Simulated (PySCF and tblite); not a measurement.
Values are calculated unless marked as measured or tabulated.
System: C5H9NSe2, numbered as in [CH3:1][CH2:2][CH2:3][Se:4][Se:5][CH2:6][C:7]#[N:8].

Motion: rotation about the Se4–Se5 bond (torsion C3–Se4–Se5–C6 from -90° to 90°, rising). GFN2-xTB gives an electronic barrier of 7.9 kcal/mol.

Spin–orbit effects of heavy atoms on shieldings are missing.

Task: What does BHandHLYP/pcSseg-1 + D3(BJ) give on GFN2-xTB geometries?

Result: A barrier of 10.7 kcal/mol, 2.8 above the tight-binding barrier (from unrounded values) and, with GFN2-xTB thermal terms, ΔG‡(298 K) = 11.5 kcal/mol and k = 4.7×10⁴ s⁻¹ (2 equivalent paths).

Programs: tblite and PySCF.
